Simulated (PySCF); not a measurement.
## Potential energy of PmS along the bond

Set-up: Pm x2c-SVPall, S x2c-SVPall; spin-free X2C with a Gaussian nucleus (PySCF 2.14). Energies in eV from Pm (4f5 6s2) + S in their ground configurations at the same level. State: sextet, about 4.8 electrons in the 4f shell (Mulliken), real f orbitals that mix terms.

All columns are PBE. A positive dipole means Pm(−)S(+).

```tsv
R (Å)	E (eV)	μ (D)	Mulliken charge on Pm (basis-dependent)	HOMO (eV)	LUMO (eV)	Mayer bond order	⟨S²⟩
2.041	-3.548	-4.31	0.10	-3.16	-2.97	2.68	8.78
2.136	-4.282	-5.06	0.17	-3.20	-2.99	2.61	8.78
2.231	-4.689	-5.75	0.23	-3.24	-3.01	2.54	8.78
2.302	-4.836	-6.24	0.27	-3.28	-3.03	2.50	8.79
2.373	-4.879	-6.69	0.30	-3.31	-3.04	2.46	8.79
2.444	-4.842	-7.11	0.33	-3.33	-3.06	2.43	8.79
2.539	-4.700	-7.61	0.36	-3.35	-3.08	2.38	8.80
2.658	-4.420	-8.14	0.40	-3.37	-3.11	2.34	8.81
2.800	-4.000	-8.66	0.42	-3.41	-3.19	2.29	8.83
2.990	-3.383	-9.11	0.43	-3.45	-3.29	2.22	8.89
```

A fit through these points gives, at Re = 2.372 Å, μ = -6.69 D and dμ/dR = -6.11 D/Å; the reduced mass is 26.19 u.

**Question.** How strong is the fundamental in the double-harmonic approximation, I = 42.26·(dμ/dR)²/μred km/mol?

**Answer.** I = 42.26·(-6.11)²/26.19 = 60.2 km/mol at PBE.

⟨S²⟩ of the unrestricted solution departs from its pure value on part of the curve, where spin states mix. These are scalar-relativistic numbers at best; spin–orbit coupling would shift them, the dissociation energy most. The state is the lowest single determinant that the PBE0 search found; with open d or f shells the true ground state can be another one.
